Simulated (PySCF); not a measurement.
A side-by-side comparison of computed properties.

First species: C7H7OS (charge +1).
InChI=1S/C7H7OS/c1-3-4-9-7-5-6(7)8-2/h1,5H,4H2,2H3/q+1

Second species: C6H6N2S.
SMILES: `NC(=S)C1=CC=NC=C1`

Levels: B3LYP/def2-SVPD for HOMO energy, LUMO energy, HOMO–LUMO gap, static isotropic polarisability and electronic spatial extent ⟨r²⟩ about the centre of nuclear charge; TDDFT B3LYP/def2-SVPD for lowest singlet excitation; TDA B3LYP/def2-SVPD for lowest triplet excitation (Tamm–Dancoff); GFN2-xTB for rotational constant A and rotational constant C. Geometries: GFN2-xTB. Each species is one conformer at its optimised geometry, gas phase, non-relativistic unless stated; the electronic structure was computed with PySCF and density fitting.

Dipoles, sizes and rotational constants follow the conformer. The torsions of the flexible species, by atom-mapped SMILES:
- `[CH:1]#[C:2][CH2:3][S:4][c:5]1[cH:6][c+:7]1[O:8][CH3:9]`: C2–C3–S4–C5 132°, C3–S4–C5–C6 0°, C6–C7–O8–C9 -1°
- `[NH2:1][C:2](=[S:3])[c:4]1[cH:5][cH:6][n:7][cH:8][cH:9]1`: N1–C2–C4–C5 -154°, H–N1–C2–S3 -3°, H–N1–C2–S3 -172°

Q: Which has the higher HOMO energy?

A: The second: -6.21 eV against -11.35 eV, a difference of 5.14 eV.

Q: Which has the higher ⟨r²⟩?

A: The first: 2130 bohr² against 1441 bohr², a difference of 689 bohr².

Q: Which of the two has the higher S1 energy, and by how much?

A: The first: 4.48 eV against 2.64 eV, a difference of 1.84 eV.

Q: Which has the higher rotational constant A?

A: The first: 5.586 GHz against 3.209 GHz, a difference of 2.377 GHz.

Q: Which of the two has the higher static isotropic polarisability, and by how much?

A: The second: 109.3 au against 104.2 au, a difference of 5.1 au.

Q: Which of the two has the higher HOMO–LUMO gap, and by how much?

A: The first: 5.18 eV against 3.74 eV, a difference of 1.44 eV.

Q: Which has the higher LUMO energy?

A: The second: -2.47 eV against -6.17 eV, a difference of 3.70 eV.

Q: Which has the higher rotational constant C?

A: The second: 0.755 GHz against 0.505 GHz, a difference of 0.250 GHz.

On the first: S1 lies 0.70 eV below the HOMO–LUMO gap; its leading configuration is HOMO→LUMO, weight 0.90. No computed singlet falls in the visible range (750 to 380 nm, 1.65 to 3.26 eV); S1 lies 1.22 eV above its blue end. GFN2-xTB frequencies show an imaginary mode (34i cm⁻¹), so this geometry is no minimum at that level.

On the second: 1 of the 8 computed singlets lies in the visible range (750 to 380 nm, 1.65 to 3.26 eV), with an oscillator strength of 0.003. The polarisability is 16.19 Å³ as a volume (1 au = 0.148185 Å³), or 1.52 au for each of the 72 electrons.
